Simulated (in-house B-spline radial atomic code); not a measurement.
S⁺. Computed with a B-spline radial atomic code. Model: all-electron spherical atom, spin shells full or empty, radial basis limit, no spin-orbit coupling: exact exchange with a local potential (Slater, KLI or optimised effective potential, whose far tail is KLI's), no correlation.

Exchange potential has not reached -1/r at the last radius.

The run also made RPA and GW results, which its time includes.

The Slater potential averages the orbital exchange potentials with the orbital densities as weights, KLI adds orbital constants, and the optimised effective potential minimises the exact-exchange energy among local potentials. So their energies lie above Hartree-Fock in the order OEP, KLI, Slater. All fall off as −1/r, unlike LDA and GGA exchange.

Command:
```bash
python run_gw.py task.json out
```
Settings (nuclear radius in fm, other lengths in bohr, energies in hartree):
```
Z                      16
electrons              15
configuration          [Ne] 3s2 3p3
hamiltonian            x2c
method                 kli
lmax                   9
rms_radius             3.2611
spin_polarised         True
box_radius             23.78
intervals              106
```

Run time, properties included: 7.7 s on 1 thread of Arm Neoverse N1 (shared host).

Given: hamiltonian one-electron scalar X2C; mean-field start exchange-only KLI.

Computed: energy above Hartree-Fock 5.7925 millihartree.

```csv
radius (bohr),r times exchange potential up (hartree bohr),r times exchange potential down (hartree bohr)
0.00313,-0.040014,-0.040035
0.00382,?,?
0.00468,-0.059667,-0.059698
0.00573,-0.072882,-0.072921
0.00701,-0.088864,-0.088911
0.00858,-0.10824,-0.1083
0.0105,-0.13155,-0.13161
0.0128,-0.15883,-0.15891
0.0157,-0.19211,-0.1922
0.0192,-0.23043,-0.23054
0.0235,-0.27455,-0.27468
0.0288,-0.32416,-0.32429
0.0353,-0.37765,-0.37776
0.0431,-0.43127,-0.43134
0.0528,-0.4828,-0.48277
0.0646,-0.5253,-0.52505
0.0791,-0.55248,-0.5517
0.0967,-0.55838,-0.5564
0.118,-0.54519,-0.54034
0.145,?,?
0.177,-0.57767,-0.56021
0.217,-0.68927,-0.66894
0.266,-0.82925,-0.80969
0.325,-0.95252,-0.93586
0.398,-1.0326,-1.0217
0.487,-1.0435,-1.0427
0.595,-0.96959,-0.98684
0.729,-0.81662,-0.85427
0.892,-0.74045,-0.69458
1.09,-0.90784,-0.67285
1.34,-1.1263,-0.79328
1.63,-1.2746,-0.8914
2,-1.3484,-0.95259
2.45,-1.3415,-0.98314
3,-1.2817,-0.99546
3.67,-1.2054,-0.99914
4.49,-1.138,-0.99989
```

Problem. What belongs in the row 0.00382?

Solution. r times exchange potential up (hartree bohr): -0.048783; r times exchange potential down (hartree bohr): -0.048809.

Problem. What belongs in the row 0.145?

Solution. r times exchange potential up (hartree bohr): -0.53571; r times exchange potential down (hartree bohr): -0.52489.

| occupied | level (hartree) | Hartree-Fock level (hartree) |
| --- | --- | --- |
| 1s up | -89.052 | -92.74 |
| 1s down | -89.024 | -92.707 |
| 2s up | -8.5246 | -9.4929 |
| 2s down | -8.5052 | -9.4611 |
| 2p up | ? | ? |
| 2p down | -6.4616 | -7.0736 |
| 3s up | ? | ? |
| 3s down | -1.071 | -1.0725 |
| 3p up | -0.85993 | -0.86192 |

Problem. What belongs in the row 2p up?

Solution. level (hartree): -6.494; Hartree-Fock level (hartree): -7.1331.

Problem. What belongs in the row 3s up?

Solution. level (hartree): -1.2593; Hartree-Fock level (hartree): -1.4173.

```json
{"empty": "3p down", "level (hartree)": "-0.68392"}
{"empty": "4s up", "level (hartree)": "-0.37506"}
{"empty": "3d up", "level (hartree)": "?"}
{"empty": "4s down", "level (hartree)": "-0.3261"}
{"empty": "4p up", "level (hartree)": "-0.28546"}
{"empty": "3d down", "level (hartree)": "-0.26001"}
{"empty": "4p down", "level (hartree)": "-0.24979"}
```

Problem. What belongs in the row 3d up?

Solution. level (hartree): -0.36308.

The highest level, 3p up, differs from Hartree-Fock by +0.054 eV and the deepest, 1s up, by +100 eV: a local potential can match the highest level but can't give each shell its own exchange.
